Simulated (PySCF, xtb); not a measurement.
CH5FO2Si, SMILES CO[SiH](O)F. One conformer was computed; it need not be the lowest.

Harmonic wavenumbers (cm⁻¹) from xtb 6.7.1 with GFN2-xTB at its own minimum, in rising order: 93, 101, 152, 176, 246, 317, 329, 666, 674, 733, 813, 835, 977, 1134, 1143, 1172, 1417, 1478, 1483, 2451, 2962, 2973, 2995, 3652.

Q: What does PySCF with PBE0-D3(BJ)/def2-SVP give at its own minimum? (Estimate from the structure and the level; the computed values follow.)

A: 64, 84, 144, 209, 313, 359, 392, 739, 785, 842, 885, 916, 995, 1177, 1181, 1232, 1475, 1478, 1480, 2342, 3028, 3113, 3149, 3933. Paired by order, the mean absolute difference is 70 cm⁻¹ and the zero-point energies are 41.4 and 43.3 kcal/mol.
